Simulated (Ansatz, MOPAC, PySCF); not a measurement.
Molecule: SiAsH4, net charge 0, doublet state. SMILES: [AsH2][SiH2]
Geometry from a B3LYP-D3(BJ)/def2-TZVP (Ansatz, a first-principles code) optimisation:
```xyz
6

Si    -1.5362     0.2922    -0.4070
As     0.7188    -0.1301     0.2069
H     -1.7894     1.7563    -0.2977
H     -2.4281    -0.4012     0.5642
H      1.2961     0.4154    -1.0938
H      0.7093    -1.5668    -0.3019
```
Charge 0, spin multiplicity 2.

Quantity: size of the dipole moment, in D. Set-up: UHF or UKS for open shells; non-relativistic; no dispersion term unless named; PM7 with its own dispersion and hydrogen-bond terms; LANL2DZ with its own core potentials from Na on; no spin-orbit coupling; 6-31G* and kin with 6d, 5d where marked. Ab initio and DFT rows: single points at B3LYP-D3(BJ) geometries (Ansatz). Semi-empirical rows: dipoles at the shared geometry.

```
level                                    program  size of the dipole moment (D)
---------------------------------------  -------  -----------------------------
AM1                                        MOPAC                           1.12
PM3                                        MOPAC                           0.50
PM6                                        MOPAC                           1.29
PM7                                        MOPAC                           1.57
MNDO                                       MOPAC                           4.88
SVWN5/6-31G* with LANL2DZ past Ar         Ansatz                           0.54
PBE/STO-3G                                Ansatz                           1.29
PBE/6-31G*                                Ansatz                           0.51
PBE/def2-SVP                              Ansatz                           0.46
PBE/6-31G* with LANL2DZ past Ar           Ansatz                           0.55
BP86/6-31G* with LANL2DZ past Ar (5d)      PySCF                           0.53
B3LYP/3-21G                               Ansatz                           0.56
B3LYP/6-31G*                              Ansatz                           0.51
B3LYP/6-31G* with LANL2DZ past Ar         Ansatz                           0.56
M06-2X/6-31G* with LANL2DZ past Ar (5d)    PySCF                           0.77
```

No value to compare with is used here. The 15 habitual levels span 0.46 (PBE/def2-SVP) to 4.88 D (MNDO).

The levels are drawn from those run, B3LYP/6-31G* more often than the rest, none by its result; runs whose electronic state is in doubt are left out.
